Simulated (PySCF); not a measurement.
Polarisability and C₆ of Ru (ruthenium, neutral)

[Kr] 4d7 5s1, high-spin 5F determinant. All numbers are calculated (PySCF 2.14, scalar relativity through the core potential, in aug-cc-pwCVDZ-PP with ECP28MDF (6s6p5d3f, 70 functions)). Coupled (time-dependent) response in atomic units; α is the mean over directions. A double-zeta set is small for polarisabilities.

| method | mean α (bohr³) | C₆ (like pair) | S(−4) |
| --- | --- | --- | --- |
| UHF | 93.28 | 873.8 | 7536 |
| PBE | 56.12 | 492.0 | 2028 |
| PBE0 | 60.68 | 535.7 | 2517 |
| CAM-B3LYP | 61.75 | 542.8 | 2672 |

S(−4) is the Cauchy moment in α(ω) = α(0) + S(−4) ω² + …

Reference α: 72 ± 10 bohr³ (recommended; Schwerdtfeger and Nagle, table of static dipole polarizabilities (2023 update)). Published C₆: 809.0 (Gould and Bucko (2016)).

Spin-orbit coupling is absent.

Hartree-Fock lies above the reference because it lacks correlation, which contracts the outer shell.

α(iu) at UHF:

| u (hartree) | α(iu) (bohr³) |
| --- | --- |
| 0 | 93.28 |
| 0.0500 | 78.09 |
| 0.100 | 54.66 |
| 0.200 | 29.01 |
| 0.300 | 18.85 |
| 0.500 | 11.10 |
| 0.750 | 7.410 |
| 1.00 | 5.486 |
| 1.50 | 3.398 |
| 2.00 | 2.302 |
| 3.00 | 1.242 |
| 5.00 | 0.5190 |

Energies and moments cover only the electrons outside the core potential.
